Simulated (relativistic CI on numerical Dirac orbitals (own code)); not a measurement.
**d2 in a ligand field**

Computed with a parametric ligand-field model of a d^n configuration (Racah B and C, spin-orbit zeta, crystal field), exact diagonalisation.

Field parameters in Wybourne normalisation: Oh B⁴₀ = 21Dq, B⁴₄ = √(5/14) B⁴₀; Td as Oh with Dq negative (B⁴₀ = 21Dq, B⁴₄ = √(5/14) B⁴₀). The field is a parameter set, without covalency.

(1) Lowest levels for B = 780, C = 3690, ζ = 120 cm⁻¹, Td, 10Dq = -3600 cm⁻¹?

(2) Lowest levels for B = 880, C = 3520, ζ = 500 cm⁻¹, Td, 10Dq = -2450 cm⁻¹?

(3) Lowest levels for B = 540, C = 2750, ζ = 2550 cm⁻¹, Oh, 10Dq = 19350 cm⁻¹?

(4) Lowest levels for B = 490, C = 1930, ζ = 720 cm⁻¹, Oh, 10Dq = 16300 cm⁻¹?

(5) Lowest levels for B = 630, C = 3070, ζ = 50 cm⁻¹, Oh, 10Dq = 39650 cm⁻¹?

## Answers

(1) T2 0 (S 1.00), A2 3549 (S 1.00), T2 3580 (S 1.00), E 3621 (S 1.00), T1 3634 (S 1.00), T2 6194 (S 1.00), E 6202 (S 1.00), T1 6367 (S 1.00), A1 6449 (S 1.00) cm⁻¹, with S from ⟨S²⟩ = S(S + 1). The ground level has 2.00 electrons in the cubic e pair.

(2) T2 0 (S 1.00), E 2353 (S 1.00), A2 2424 (S 1.00), T2 2585 (S 1.00), T1 2692 (S 1.00), T2 4314 (S 1.00), E 4549 (S 1.00), T1 5014 (S 1.00), A1 5275 (S 1.00) cm⁻¹, with S from ⟨S²⟩ = S(S + 1). The ground level has 1.92 electrons in the cubic e pair.

(3) E 0 (S 0.97), T2 357 (S 0.97), T1 4056 (S 1.00), A1 5192 (S 0.97), T2 11140 (S 0.22), E 11839 (S 0.14), A2 19804 (S 1.00), T2 20827 (S 0.95), T1 21626 (S 0.99) cm⁻¹, with S from ⟨S²⟩ = S(S + 1). The ground level has 0.07 electrons in the cubic e pair.

(4) E 0 (S 1.00), T2 48 (S 1.00), T1 997 (S 1.00), A1 1419 (S 1.00), T2 7540 (S 0.04), E 7705 (S 0.02), A2 15472 (S 1.00), T2 15700 (S 0.99), T1 16010 (S 1.00) cm⁻¹, with S from ⟨S²⟩ = S(S + 1). The ground level has 0.03 electrons in the cubic e pair.

(5) E 0 (S 1.00), T2 0 (S 1.00), T1 58 (S 1.00), A1 87 (S 1.00), T2 10141 (S 0.00), E 10202 (S 0.00), A1 23671 (S 0.00), A2 38077 (S 1.00), T2 38090 (S 1.00) cm⁻¹, with S from ⟨S²⟩ = S(S + 1). The ground level has 0.01 electrons in the cubic e pair.
